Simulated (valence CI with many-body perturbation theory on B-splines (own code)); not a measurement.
# E1 transitions of Ta⁺

Calculated by valence CI with perturbative core correlation (CI+MBPT): four valence electrons over a frozen Dirac-Fock core [Xe] 4f14, radial functions for each j: 7 s, 7 p, 8 d, 6 f, 4 g, 1 h, with the one-electron correlation potential Σ1, the two-electron term Σ2, the three-electron term Σ3, Breit, model QED; selected CI, second order for the rest (own B-spline code, finite nucleus).

Against 13 measured levels this calculation errs by 283 cm⁻¹ on average and by 735 at most. These come from a selection out of the NIST Handbook of Basic Atomic Spectroscopic Data. Levels without a partner in it may be off by more, other configurations by 1,000 to 4,000 cm⁻¹. Among the levels kept, up to 520 cm⁻¹ of a level comes from second order outside the variational space, and about a tenth of that is noise between levels of different J, which matters for small intervals. 5 measured levels below the end of the list, from 37231 cm⁻¹ on, found no clear computed partner, and computed levels of the same name lie up to 15259 cm⁻¹ from them.

Lines 51 to 100 of 567 in falling wavelength, among levels below 7.297 eV, chosen from the strongest by gf and those to the six lowest levels. Wavelengths and rates use the calculated energies, so an error of 300 cm⁻¹ moves a line at 3144 Å by 0.94 % and its rate by three times that or more. Electric multipoles are in the length gauge, E1 and E2 with the static RPA response of the core. Weak lines are less certain than strong ones. Lines between different terms over intervals too small for the method are left out, as are lines whose strength nearly cancels. Where a level lies close to another of its J and parity, the split of strength between their lines is uncertain. The highest levels of a list are the least certain.

Names give the largest LS component (configuration and term), which can be under half, so a name can repeat, a term be missing and a line seem to break the LS rules; names also repeat where a configuration has a term twice. Letters in brackets count levels of one name in rising energy.

| λ vac (Å) | Upper | Lower | A (s⁻¹) | log gf | Branch % |
| --- | --- | --- | --- | --- | --- |
| 3144 | 5d³6p ³I°_5 | 5d³6s ¹H_5 | 6.61e+06 | -0.97 | 2.2 |
| 3134 | 5d³6p ³H°_6 [b] | 5d³6s ¹H_5 | 2.57e+07 | -0.31 | 7.7 |
| 3132 | 5d³6p ³F°_3 [b] | 5d⁴ ³H_4 [b] | 1.22e+07 | -0.90 | 2.1 |
| 3122 | 5d³6p ⁵F°_3 | 5d⁴ ⁵D_3 [a] | 1.42e+07 | -0.84 | 2.9 |
| 3121 | 5d³6p ⁵G°_4 [a] | 5d²6s² ³F_3 | 7.68e+06 | -1.00 | 7.0 |
| 3117 | 5d²6s6p ⁵F°_4 | 5d³6s ³G_3 | 2.74e+07 | -0.45 | 27.5 |
| 3106 | 5d³6p ³F°_3 [a] | 5d⁴ ⁵D_4 [b] | 1.32e+07 | -0.87 | 4.6 |
| 3097 | 5d³6p ³D°_1 | 5d³6s ³P_0 [a] | 4.27e+07 | -0.73 | 42.5 |
| 3075 | 5d³6p ³I°_6 | 5d⁴ ³H_6 | 1.94e+07 | -0.45 | 6.6 |
| 3075 | 5d³6p ⁵F°_4 [a] | 5d⁴ ⁵D_3 [a] | 5.52e+07 | -0.15 | 13.9 |
| 3066 | 5d³6p ³H°_5 [b] | 5d⁴ ³H_4 [a] | 1.07e+07 | -0.78 | 2.5 |
| 3062 | 5d²6s6p ³F°_4 | 5d³6s ³G_3 | 1.30e+07 | -0.78 | 12.9 |
| 3056 | 5d³6p ⁵F°_4 [b] | 5d⁴ ⁵D_4 [b] | 2.95e+07 | -0.43 | 7.2 |
| 3052 | 5d²6s6p ³H°_4 [a] | 5d³6s ¹H_5 | 1.69e+07 | -0.67 | 3.9 |
| 3048 | 5d²6s6p ³H°_4 [b] | 5d⁴ ³G_4 [a] | 8.54e+06 | -0.97 | 1.6 |
| 3034 | 5d³6p ³D°_2 [a] | 5d³6s ³P_1 [a] | 2.34e+07 | -0.79 | 31.6 |
| 3034 | 5d³6p ⁵G°_5 [b] | 5d³6s ³G_4 | 2.73e+07 | -0.38 | 11.9 |
| 3033 | 5d²6s6p ⁵D°_4 [b] | 5d⁴ ⁵D_4 [a] | 2.07e+07 | -0.59 | 8.6 |
| 3028 | 5d³6p ³G°_3 [a] | 5d³6s ³F_2 [a] | 1.81e+07 | -0.76 | 11.4 |
| 3028 | 5d³6p ³I°_6 | 5d⁴ ³H_5 | 2.17e+07 | -0.41 | 7.3 |
| 3025 | 5d³6p ³H°_5 [a] | 5d³6s ³F_4 | 8.90e+06 | -0.87 | 2.8 |
| 3018 | 5d³6p ³D°_3 | 5d²6s² ³F_4 | 1.38e+07 | -0.88 | 6.8 |
| 3012 | 5d³6p ³H°_5 [a] | 5d³6s ³H_5 | 1.16e+07 | -0.76 | 3.6 |
| 3007 | 5d³6p ⁵F°_5 | 5d⁴ ⁵D_4 [a] | 4.33e+07 | -0.19 | 11.6 |
| 3007 | 5d³6p ³H°_4 | 5d⁴ ⁵D_3 [b] | 2.30e+07 | -0.55 | 16.1 |
| 2991 | 5d³6p ³F°_2 [c] | 5d³6s ¹F_3 | 1.57e+07 | -0.98 | 4.3 |
| 2987 | 5d³6p ³I°_5 | 5d⁴ ³H_4 [a] | 1.71e+07 | -0.60 | 5.7 |
| 2979 | 5d²6s6p ⁵D°_4 [b] | 5d⁴ ⁵D_3 [b] | 9.43e+06 | -0.95 | 3.9 |
| 2979 | 5d³6p ³D°_3 | 5d³6s ³F_2 [a] | 2.56e+07 | -0.62 | 12.6 |
| 2973 | 5d²6s6p ³G°_4 [a] | 5d³6s ³D_3 [a] | 8.87e+06 | -0.98 | 3.2 |
| 2971 | 5d²6s6p ⁵D°_3 [a] | 5d²6s² ¹D_2 [a] | 3.00e+07 | -0.56 | 9.5 |
| 2969 | 5d²6s6p ⁵G°_4 | 5d³6s ⁵F_3 | 1.89e+06 | -1.65 | 24.2 |
| 2967 | 5d³6p ³G°_3 [b] | 5d³6s ³F_4 | 1.48e+07 | -0.86 | 3.5 |
| 2967 | 5d³6p ³H°_4 | 5d⁴ ⁵D_3 [a] | 1.12e+07 | -0.87 | 7.9 |
| 2965 | 5d²6s6p ⁵F°_1 [a] | 5d³6s ⁵F_1 | 6.29e+06 | -1.60 | 14.9 |
| 2963 | 5d³6p ¹F°_3 | 5d³6s ¹G_4 | 1.86e+07 | -0.77 | 6.1 |
| 2962 | 5d³6p ¹F°_3 | 5d⁴ ⁵D_2 | 1.58e+07 | -0.84 | 5.2 |
| 2957 | 5d³6p ⁵D°_2 [a] | 5d⁴ ⁵D_1 | 2.31e+07 | -0.82 | 8.7 |
| 2955 | 5d²6s6p ⁵G°_2 [b] | 5d³6s ⁵F_1 | 4.46e+07 | -0.53 | 80.5 |
| 2951 | 5d²6s6p ³H°_4 [b] | 5d³6s ¹H_5 | 1.05e+07 | -0.91 | 1.9 |
| 2948 | 5d²6s6p ⁵P°_3 [a] | 5d³6s ³D_3 [a] | 3.37e+07 | -0.51 | 9.3 |
| 2939 | 5d²6s6p ³D°_3 [b] | 5d⁴ ³H_4 [b] | 1.76e+07 | -0.80 | 5.8 |
| 2921 | 5d²6s6p ³G°_4 [a] | 5d³6s ³H_5 | 3.09e+07 | -0.45 | 11.3 |
| 2919 | 5d³6p ⁵G°_2 | 5d³6s ⁵F_3 | 5.07e+06 | -1.49 | 2.9 |
| 2919 | 5d²6s6p ⁵F°_1 [b] | 5d³6s ³P_0 [a] | 2.54e+07 | -1.01 | 18.4 |
| 2918 | 5d²6s6p ³F°_4 | 5d²6s² ³F_4 | 1.02e+07 | -0.93 | 10.2 |
| 2910 | 5d³6p ³H°_6 [a] | 5d³6s ³H_6 | 4.26e+07 | -0.15 | 18.3 |
| 2909 | 5d²6s6p ¹G°_4 | 5d³6s ³D_3 [a] | 9.95e+06 | -0.94 | 4.0 |
| 2897 | 5d³6p ³G°_5 [a] | 5d³6s ³F_4 | 2.02e+07 | -0.55 | 6.2 |
| 2896 | 5d³6p ⁵D°_4 [a] | 5d⁴ ⁵D_4 [b] | 4.42e+07 | -0.30 | 14.4 |
